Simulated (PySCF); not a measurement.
# A PySCF run on MgGa⁻

State: ³Σ⁻ (triplet), unpaired electrons π ↑↑.

An equivalent input (the run itself took its basis sets from the Basis Set Exchange, started from a PBE0 density and held the occupation σ 11α 11β, πx 5α 4β, πy 5α 4β, δx 1α 1β, δy 1α 1β):

```python
from pyscf import gto, dft
mol = gto.M(atom='Mg 0 0 0; Ga 0 0 2.737', basis={'Mg': 'aug-pcseg-1', 'Ga': 'aug-pcseg-1'},
            charge=-1, spin=2, verbose=4, symmetry='C2v')
mf = dft.UKS(mol, xc='PW91,PW91')
mf.grids.atom_grid = (80, 434)
mf.grids.prune = dft.gen_grid.treutler_prune
mf.irrep_nelec = {'A1': (12, 12), 'A2': (1, 1), 'B1': (5, 4), 'B2': (5, 4)}
mf.conv_tol = 1e-9
mf.max_cycle = 60
mf.diis_space = 10
mf.kernel()
```

The log (some set-up lines and the per-cycle HOMO/LUMO lines removed):

```
******** <class 'pyscf.dft.uks_symm.SymAdaptedUKS'> ********
method = SymAdaptedUKS
damping factor = 0
level_shift factor = 0
DIIS = <class 'pyscf.scf.diis.CDIIS'>
diis_start_cycle = 1
diis_space = 10
diis_damp = 0
SCF conv_tol = 1e-09
SCF conv_tol_grad = None
SCF max_cycles = 60
number electrons alpha = 23  beta = 21
Set gradient conv threshold to 3.16228e-05
init E= -2124.85394670099
cycle= 1 E= -2124.85550157258  delta_E= -0.00155  |g|= 0.0175  |ddm|= 0.168
cycle= 2 E= -2124.85559838201  delta_E= -9.68e-05  |g|= 0.0104  |ddm|= 0.0472
cycle= 3 E= -2124.85564030264  delta_E= -4.19e-05  |g|= 0.00287  |ddm|= 0.023
cycle= 4 E= -2124.85565009521  delta_E= -9.79e-06  |g|= 0.00149  |ddm|= 0.0113
cycle= 5 E= -2124.85565623091  delta_E= -6.14e-06  |g|= 0.000383  |ddm|= 0.00619
cycle= 6 E= -2124.85565742549  delta_E= -1.19e-06  |g|= 0.000195  |ddm|= 0.00435
cycle= 7 E= -2124.85565762098  delta_E= -1.95e-07  |g|= 8.21e-05  |ddm|= 0.00207
cycle= 8 E= -2124.85565764061  delta_E= -1.96e-08  |g|= 1.5e-05  |ddm|= 0.000637
cycle= 9 E= -2124.85565764101  delta_E= -3.95e-10  |g|= 1.54e-06  |ddm|= 8.35e-05
Extra cycle  E= -2124.85565764099  delta_E= 1.5e-11  |g|= 3.3e-06  |ddm|= 1.62e-05
converged SCF energy = -2124.85565764099  <S^2> = 2.0164779  2S+1 = 3.0109652
```

Repeating this along the bond gives Re = 2.725 Å and ωe = 200 cm⁻¹.

A point of this curve took 0.57 CPU seconds beside 0.25 for the integrals, on Oxide Virtual Turin-like (shared host).

Spin–orbit coupling is left out. The highest Kohn–Sham level is positive in this anion. Much of that is self-interaction error, but it also means that the finite basis helps to hold the extra electron. The state is the lowest determinant that a PBE0 search found; another state may lie lower at other levels.
